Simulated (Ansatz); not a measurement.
Gas-phase electronic energies from Ansatz, PBE0-D4/def2-TZVP geometries. CCSD(T)/CBS is the MP2 limit (def2-TZVPP, def2-QZVPP) plus CCSD(T) − MP2 in def2-TZVPP, frozen cores. This one scheme is used for every species. Double bonds are as drawn, so ΔE can hold a change between cis and trans. DFT in def2-TZVPP. Each species was taken in one conformer, which may not be the lowest.

`F/C=[CH]/[AlH2]` + `O/C=C\Cl` → `[OH][AlH]/[CH]=C/F` + `C=CCl`  (formal exchange of groups at the Al–H bond)

**Question.** Is it downhill or uphill in electronic energy at CCSD(T)/CBS, and by how much? (Estimate.)

**Answer.** The calculation gave: Downhill: ΔE = -2.09 eV.

**Question.** What do these levels give: CAM-B3LYP-D4, BHLYP, CAM-B3LYP, CCSD(T)/def2-SVP, CCSD/def2-TZVPP, MP2/def2-QZVPP? (An estimate is asked.)

**Answer.** Ansatz gave: CAM-B3LYP-D4 -2.01, BHLYP -2.05, CAM-B3LYP -2.01, CCSD(T)/def2-SVP -1.88, CCSD/def2-TZVPP -2.09, MP2/def2-QZVPP -2.14 eV.

Largest T1 diagnostic among the species: 0.013.

At CCSD(T), def2-SVP lies +0.21 eV from the extrapolated value and def2-TZVPP +0.02 eV. Leaving LDA and LC-ωPBE aside and taking each functional with its dispersion term where it has one, the values, not all of them listed here, spread over 0.23 eV, from B2PLYP to revPBE-D4. LDA lies +0.11 eV from PBE without D4.
